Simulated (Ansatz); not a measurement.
Cl3Pb (SMILES [Cl][Pb-]([Cl])[Cl]), charge -1, singlet, geometry from GFN2-xTB (such geometries of metal compounds can be far from the true shape) (core potentials on Pb) (a gas-phase anion, which may not be bound at this level), with bond 4-1 at 1.5 times its length; Ansatz (a program for electronic structure) with HF/def2-TZVP.

Here is a job for Ansatz.
Ansatz 0.2 input:
```yaml
crystal:
  periodic: [false, false, false]
  atoms:
    - {symbol: Pb, position_ang: [-0.00361800, 0.00715892, 0.42408556]}
    - {symbol: Cl, position_ang: [2.27112670, -0.56342976, -0.65322014]}
    - {symbol: Cl, position_ang: [-0.64852821, 2.22612561, -0.72521865]}
    - {symbol: Cl, position_ang: [-2.40591141, -2.54942011, -1.21276835]}
basis:
  gaussian:
    orbitals: def2-TZVP
hamiltonian:
  xc: hf
total_charge: -1
scf: {lower_state_search: off}
magnetization: {spin_polarized: true}
```

Output, abridged:

```
Functional definition: HF
these checks for a lower state are left out or cut short: stability, starts, cluster_reference, orbital_swaps, neighbouring_geometries, increment
1115 factors; integrals over basis functions are off by at most 6.7e-4 eV
mean field evaluation 1: about -42735.9395 eV, gradient 1.4e1 eV
mean field evaluation 2: about -42735.9575 eV, gradient 1.4e1 eV
mean field evaluation 4: about -42737.4245 eV, gradient 1.1e0 eV
mean field evaluation 8: about -42737.4479 eV, gradient 5.8e-2 eV
mean field -42737.44794924 eV, -1570.5722436519 hartree, gradient 7.4e-6 eV, S^2 0.000000; 0 other end points of the search recorded, 0 dependent functions left out
reference -42737.44794924 eV, -1570.5722436519 hartree; 37, 37 occupied and 124, 124 virtual orbitals, 1115 factors
Total energy: -42737.44794924 eV, -1570.5722436519 hartree
Checks for a lower state left out: stability, starts, cluster_reference, orbital_swaps, neighbouring_geometries, increment
```
